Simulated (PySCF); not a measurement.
Peak assignment

Mapped SMILES: `[CH3:1][CH2:2][Si@:3]1([NH2:4])[SiH2:5][Si@H:6]([PH2:7])[SiH2:8]1` (H(Xn): hydrogen on atom n). Ha(Si5), Ha(Si8) are cis to P7 on the ring; Hb(Si5), Hb(Si8) are trans to P7 on the ring.

- geometry: GFN2-xTB
- PBE0/pcSseg-1 with gauge-including orbitals
- code: PySCF
- rapidly exchanging positions averaged, non-relativistic, single conformer, no solvent

Referencing at the same level of theory: 13C (186.93 ppm) and 1H (31.72 ppm) vs TMS.

**Question.** Assign these signals to the numbered atoms. 13C{1H} NMR (computed): δ 14.6 (CH2), 11.6 (CH3).

**Answer.** 
14.6 → C2, sp3 CH2 bonded to Si
11.6 → C1, methyl carbon: saturated and bonded to C and H only

**Question.** Assign these signals to the numbered atoms. 1H NMR (400 MHz, computed): δ 4.33 (m, 1H), 4.27 (m, 2H), 3.94 (m, 2H), 1.22 (t, 3H), 1.07 (m, 2H), 0.97 (q, 2H), 0.27 (br s, 2H).

**Answer.** 
| δ (ppm) | atoms | environment | reason |
| --- | --- | --- | --- |
| 4.33 | H(Si6) | hydrogen on a silicon bonded to P, 2 Si, in a 4-membered ring | – |
| 4.27 | Hb(Si5)/Hb(Si8) | hydrogen on a silicon bonded to 2 Si, in a 4-membered ring | – |
| 3.94 | Ha(Si5)/Ha(Si8) | hydrogen on a silicon bonded to 2 Si, in a 4-membered ring | – |
| 1.22 | H(C1) | hydrogen on a methyl carbon | – |
| 1.07 | H(P7) | hydrogen on a phosphorus bonded to Si | – |
| 0.97 | H(C2) | hydrogen on an sp3 CH2 bonded to Si | – |
| 0.27 | H(N4) | hydrogen on a nitrogen bonded to Si | labile proton, position sensitive to the medium |

H(Si6) and Hb(Si5)/Hb(Si8); H(P7) and H(C2) lie closer than the usual error of such a calculation, so a measured spectrum could show them in the other order.

Exchangeable OH/NH protons stand at their gas-phase positions; hydrogen bonding in a real sample shifts them, mostly to higher δ. Splittings by 31P in the carbon and heteronuclear signals aren't shown, as no couplings were computed. Shifts are as computed. Against solution values, carbons near 30 ppm lie about +3 ppm off and those near 130 ppm about +5 ppm. Of 1309 compounds with measured shifts, 239 miss one by over three times the rms of a fit or turn the order of signals round; such compounds aren't used in these exercises. Multiplicities follow the n + 1 count of equivalent neighbours, as no J values were calculated; m marks all less simple cases, F and P coupling included.
